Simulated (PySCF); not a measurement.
Job file and geometry (Å, from GFN2-xTB) of an NMR shielding run on SMILES c1ccc2c(c1)CCP2, C8H9P, GIAO PBE0/pcSseg-1 NMR shielding, non-relativistic, gas phase (PySCF); density fitting, a coarse starting grid and PySCF grid level 2 are the driver's defaults:

```
$ OMP_NUM_THREADS=1 python probes_run.py task.json out

{"job": {"kind": "nmr", "xc": "PBE0", "basis": "pcSseg-1"}, "charge": 0, "multiplicity": 1}
C      2.336907     0.654793     0.161134
C      2.425451    -0.540800    -0.531765
C      1.280247    -1.263546    -0.826401
C      0.050822    -0.778616    -0.415789
C     -0.042923     0.429883     0.277250
C      1.104409     1.143089     0.568502
C     -1.440196     0.814815     0.663023
C     -2.384621     0.068917    -0.282939
P     -1.579155    -1.556999    -0.716437
H      3.233318     1.214647     0.384053
H      3.390121    -0.909369    -0.848211
H      1.341151    -2.194354    -1.371191
H      1.039285     2.077287     1.108355
H     -1.618973     0.498419     1.696542
H     -1.592310     1.894278     0.613081
H     -3.377845    -0.087456     0.139894
H     -2.503622     0.627115    -1.217270
H     -1.670825    -2.085786     0.586513
```

**Question.** Write the output of this run.

**Answer.** 
```
coarse grid: 15896 points
cycle   1  E = -650.9737975918  dE =  1.559e+00  |g| = 3.798e-01  |ddm| = 4.299e+00
cycle   2  E = -650.9689419604  dE =  4.856e-03  |g| = 4.137e-01  |ddm| = 1.049e+00
cycle   3  E = -651.0146219052  dE = -4.568e-02  |g| = 5.054e-02  |ddm| = 5.772e-01
cycle   4  E = -651.0149672137  dE = -3.453e-04  |g| = 3.582e-02  |ddm| = 1.196e-01
cycle   5  E = -651.0152802421  dE = -3.130e-04  |g| = 9.631e-03  |ddm| = 4.503e-02
cycle   6  E = -651.0153060420  dE = -2.580e-05  |g| = 2.638e-03  |ddm| = 1.441e-02
cycle   7  E = -651.0153076205  dE = -1.578e-06  |g| = 6.259e-04  |ddm| = 3.257e-03
final grid: 149944 points
cycle   8  E = -651.0698932753  dE = -3.552e-05  |g| = 8.253e-03  |ddm| = 5.332e-02
cycle   9  E = -651.0698852620  dE =  8.013e-06  |g| = 9.945e-03  |ddm| = 2.284e-02
cycle  10  E = -651.0699115993  dE = -2.634e-05  |g| = 1.149e-03  |ddm| = 1.394e-02
cycle  11  E = -651.0699119152  dE = -3.158e-07  |g| = 3.865e-04  |ddm| = 1.745e-03
cycle  12  E = -651.0699119555  dE = -4.032e-08  |g| = 7.224e-05  |ddm| = 4.634e-04
cycle  13  E = -651.0699119566  dE = -1.165e-09  |g| = 3.063e-05  |ddm| = 1.239e-04
cycle  14  E = -651.0699119569  dE = -2.303e-10  |g| = 6.421e-06  |ddm| = 3.904e-05
converged SCF energy = -651.0699119569

GIAO shielding tensors (ppm)
atom      isotropic    diamagn.    paramagn.     s11        s22        s33       span
  0 C       52.908     254.404    -201.496    -56.346     38.014    177.055    233.401
  1 C       55.023     254.037    -199.014    -53.053     41.551    176.571    229.624
  2 C       49.603     249.917    -200.314    -61.703     39.342    171.171    232.875
  3 C       42.755     264.599    -221.844    -49.516     24.388    153.393    202.910
  4 C       31.454     260.622    -229.168    -66.702     11.631    149.433    216.136
  5 C       57.574     249.637    -192.063    -45.906     46.949    171.678    217.584
  6 C      144.298     246.145    -101.847    113.003    158.160    161.731     48.728
  7 C      159.281     253.374     -94.093    132.053    167.626    178.163     46.110
  8 P      405.254     965.422    -560.168    308.000    448.473    459.290    151.290
  9 H       24.187      30.009      -5.822     20.736     24.971     26.854      6.118
 10 H       24.231      29.764      -5.533     20.714     25.117     26.862      6.148
 11 H       23.705      31.221      -7.516     19.392     23.378     28.347      8.955
 12 H       24.074      32.421      -8.347     19.822     23.933     28.469      8.647
 13 H       28.416      30.160      -1.743     23.377     27.752     34.120     10.743
 14 H       28.383      30.448      -2.064     22.377     27.597     35.176     12.798
 15 H       29.678      29.094       0.585     24.533     27.321     37.181     12.648
 16 H       29.624      30.473      -0.849     24.103     28.204     36.565     12.462
 17 H       27.381      28.785      -1.404     23.779     25.346     33.018      9.239
```

Size and cost of the density-fitted run: 205 basis functions, 42 s wall time on 1 thread of an Arm Neoverse V2, shared host; peak memory 0.93 GiB.
